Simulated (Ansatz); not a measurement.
CH4F2GaN, SMILES `C[NH][Ga]([F])[F]`. The species carries charge 0 and has multiplicity 1. The geometry is a stationary point of PBE0-D4/def2-TZVP. It is one conformer, not always the lowest.

```xyz
9

C     1.068   -0.676    0.354
N    -0.343   -0.349    0.359
Ga   -1.130    0.955   -0.574
F    -0.214    2.000   -1.624
F    -2.839    1.273   -0.504
H     1.249   -1.697    0.001
H     1.605   -0.001   -0.314
H     1.513   -0.574    1.349
H    -0.909   -0.930    0.954
```

Question: What is the dipole moment at B3LYP/def2-TZVPP? (Best estimate.)

Answer: Computed: 3.42 D, with components (1.50, -2.50, 1.79) D in this frame, pointing from negative to positive charge.

Question: And with PBE, r2SCAN, ωB97M-V? (Best estimate.)

Answer: The calculation gave: PBE 3.35 D, r2SCAN 3.39 D, ωB97M-V 3.32 D.

Question: Give the Mulliken charges with B3LYP, r2SCAN, PBE in def2-TZVPP. (An estimate is asked.)

Answer: Ansatz gave: 
```csv
atom,B3LYP,r2SCAN,PBE
C1,-0.17,-0.02,-0.18
N2,-0.29,-0.33,-0.24
Ga3,0.76,0.77,0.63
F4,-0.38,-0.38,-0.34
F5,-0.37,-0.37,-0.33
H6,0.10,0.06,0.10
H7,0.10,0.06,0.10
H8,0.10,0.06,0.10
H9,0.14,0.15,0.15
```

B3LYP here is the variant with VWN-RPA as its local correlation; programs differ in this.
